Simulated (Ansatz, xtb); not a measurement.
**Ligand exchange: Si(CH3)Cl3 + Cl2 → SiCl4 + CH3Cl**

Gas-phase species: Si(CH3)Cl3 (methyltrichlorosilane), singlet; Cl2 (chlorine), singlet; SiCl4 (silicon tetrachloride) `Cl[Si](Cl)(Cl)Cl`, singlet; CH3Cl `CCl`, singlet. The partners trade CH3 for Cl: Si–CH3 and Cl–Cl bonds give way to Si–Cl and Cl–CH3.

Shapes, held fixed at every level: PBE0-D4/def2-TZVP. Programs: Ansatz 0.2.0, xtb 6.7.1. The zero-point and thermal change to 298 K, harmonic and unscaled (PBE0-D4/def2-TZVP), is +2.9 kJ/mol.

**The experiment to reproduce.** Tabulated heats of formation (Active Thermochemical Tables, NIST-JANAF tables): Si(CH3)Cl3 -528.9 (JANAF); Cl2 0.0 (ATcT); SiCl4 -662.7 (JANAF); CH3Cl -82.6 (ATcT) kJ/mol, which give ΔH(298 K) = -216.5 kJ/mol.

```tsv
level	kind	ΔH (kJ/mol)	computed − measured
GFN0-xTB	semi-empirical	-152.2	+64.3
SPW92/def2-TZVPP	LDA	-162.3	+54.2
r2SCAN-D4/def2-TZVPP	meta-GGA	-174.7	+41.8
B3LYP-D4/def2-TZVPP	global hybrid	-166.9	+49.6
BHLYP-D4/def2-TZVPP	global hybrid	-178.2	+38.3
B2PLYP/def2-TZVPP	double hybrid	-174.1	+42.4
MP2/def2-TZVPP	perturbation theory	-187.4	+29.1
CCSD(T)/def2-TZVPP	coupled cluster or CI	-175.0	+41.5
CCSD(T)/CBS estimate	coupled cluster or CI	-173.0	+43.5
```

Nearest: MP2/def2-TZVPP (+29.1); farthest: GFN0-xTB (+64.3). 0 of 9 levels lie within 10 kJ/mol. The tabulated value of Si(CH3)Cl3 is in doubt (older tables, estimates, or at odds with other calculations) and kept here. The CCSD(T) estimate misses by more than it usually does, so one of the tabulated heats may be at fault. The CBS estimate extrapolates MP2 from def2-TZVPP and def2-QZVPP and adds CCSD(T) − MP2 in the triple-zeta set, cores frozen.
